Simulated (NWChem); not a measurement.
All runs are NWChem calculations. System: C2H5O2, charge 0, spin multiplicity 2, at a geometry optimised with UPBE0/def2-SVP. The structure started from a generated list of species. Its SCF solution wasn't tested for a lower state. Level: UMP2/def2-TZVP, 4 core orbitals frozen.

Input file:

```
start mol
memory heap 200 mb stack 900 mb global 1100 mb
geometry units angstroms nocenter noautoz noautosym
  O      1.401808     0.020059     0.744034
  C      0.821893    -0.343343    -0.407877
  C     -0.721034    -0.436078    -0.193206
  O     -1.333921     0.769954     0.094818
  H      0.983527     0.385365    -1.236279
  H      1.126683    -1.356889    -0.753579
  H     -0.906966    -1.111906     0.654504
  H     -1.116922    -0.919654    -1.108728
  H     -1.234571     1.359500    -0.660242
end
basis spherical
  * library def2-tzvp
end
scf
  uhf
  nopen 1
  maxiter 100
  thresh 1e-7
  semidirect memsize 60000000 filesize 0
  # guess.movecs holds the orbitals of an unrestricted PBE0 run
  vectors input guess.movecs output mol.movecs
end
mp2
  freeze core 4
end
task mp2 energy
```

Output (cleaned and shortened):

```
             Northwest Computational Chemistry Package (NWChem) 7.3.0
             --------------------------------------------------------

                                NWChem Input Module
                                -------------------

 Scaling coordinates for geometry "geometry" by  1.889725989
 (inverse scale =  0.529177249)

                             Geometry "geometry" -> ""
                             -------------------------

 Output coordinates in angstroms (scale by  1.889725989 to convert to a.u.)

  No.       Tag          Charge          X              Y              Z
 ---- ---------------- ---------- -------------- -------------- --------------
    1 O                    8.0000     1.40180800     0.02005900     0.74403400
    2 C                    6.0000     0.82189300    -0.34334300    -0.40787700
    3 C                    6.0000    -0.72103400    -0.43607800    -0.19320600
    4 O                    8.0000    -1.33392100     0.76995400     0.09481800
    5 H                    1.0000     0.98352700     0.38536500    -1.23627900
    6 H                    1.0000     1.12668300    -1.35688900    -0.75357900
    7 H                    1.0000    -0.90696600    -1.11190600     0.65450400
    8 H                    1.0000    -1.11692200    -0.91965400    -1.10872800
    9 H                    1.0000    -1.23457100     1.35950000    -0.66024200

 Effective nuclear repulsion energy (a.u.)     124.2486380924

            Nuclear Dipole moment (a.u.)
            ----------------------------
        X                 Y               Z
 ---------------- ---------------- ----------------
     0.0000018897    -0.0000113384    -0.0000113384


 Summary of "ao basis" -> "" (spherical)
 ------------------------------------------------------------------------------
       Tag                 Description            Shells   Functions and Types
 ---------------- ------------------------------  ------  ---------------------
 *                         def2-tzvp                  on all atoms

 Summary of "ao basis" -> "ao basis" (spherical)
 ------------------------------------------------------------------------------
[...]
  AO/Fock/Back tols     =   1.0D-09  1.0D-09  1.0D-09

 GA uses MA = F    GA memory limited = T

 Available:
  local mem=  1.26D+08
 global mem=  1.44D+08
 local disk=  0.00D+00
  mp2_memr nvloc                   137
  nvloc new                   137
   1 passes of  13:        5242880                     137395                  70961431.
   1 passes of  13: M    126151147           G      144131768           F     120908267.

 Semi-direct pass number   1 of   1  for UHF alpha       at      170.1s
  vrange nnbf                 11712
  mp2_eaftype                   270  avail_ma_in_mb                  1099
 EAF : mp2_eaftype filesize         270   35480715.
  mp2_eaf for mointskh                    270
Node 0 wrote    166.9 Mb in      0.1 s     Agg I/O rate:  3131.4 Mb/s
 Done moints_semi at      179.0s
  mp2_eaftype                   270  avail_ma_in_mb                   829
 EAF : mp2_eaftype filesize         270   35480715.
  mp2_eaf for kh                   270
 Done maket at      179.6s
 Done multipass loop at      179.6s

 GA uses MA = F    GA memory limited = T

 Available:
  local mem=  1.26D+08
 global mem=  1.44D+08
 local disk=  0.00D+00
  mp2_memr nvloc                   138
  nvloc new                   138
   1 passes of  12:        5242880                     131147                  65983831.
   1 passes of  12: M    126151147           G      144131768           F     120908267.

 Semi-direct pass number   1 of   1  for UHF beta        at      179.6s
  vrange nnbf                 11712
  mp2_eaftype                   251  avail_ma_in_mb                  1099
 EAF : mp2_eaftype filesize         251   32991915.
  mp2_eaf for mointskh                    251
Node 0 wrote    155.2 Mb in      0.0 s     Agg I/O rate:  3368.9 Mb/s
 Done moints_semi at      188.6s
  mp2_eaftype                   251  avail_ma_in_mb                   848
 EAF : mp2_eaftype filesize         251   32991915.
  mp2_eaf for kh                   251
 Done maket at      189.1s
 Done multipass loop at      189.1s

          -------------------------------------------
          SCF energy                -228.401953362869
          Correlation energy          -0.756597656098
          Singlet pairs                0.000000000000
          Triplet pairs                0.000000000000
          Total MP2 energy          -229.158551018967
          -------------------------------------------

          ---------------------------------------------------
                    Spin Component Scaled (SCS) MP2
          Same spin pairs                     -0.183326506446
          Same spin scaling factor             0.333333333333
          Opposite spin pairs                 -0.573271149652
          Opposite spin scaling fact.          1.200000000000
          SCS-MP2 correlation energy          -0.749034215065
          Total SCS-MP2 energy              -229.150987577934
          ---------------------------------------------------

 -----------------------
 Performance information
 -----------------------

 Timer overhead =  1.90D-07 seconds/call

               Nr. of calls         CPU time (s)                 Wall time (s)                GFlops
             ---------------    -------------------     ------------------------------   -------------------
Name         Min   Avg   Max    Min     Avg     Max     Min     Avg     Max   Mx/calls   Min     Max     Sum
mp2: moin     2     2     2    18.     18.     18.      18.     18.     18.     8.9      0.0     0.0     0.0
mp2: make     2     2     2    1.1     1.1     1.1      1.1     1.1     1.1    0.57      0.0     0.0     0.0
mp2: tota     1     1     1    19.     19.     19.      19.     19.     19.     19.      0.0     0.0     0.0

 The average no. of pstat calls per process was 5.00D+00
 with a timing overhead of 9.51D-07s

 Task  times  cpu:      189.1s     wall:      189.1s

 Total times  cpu:      189.1s     wall:      189.1s
```
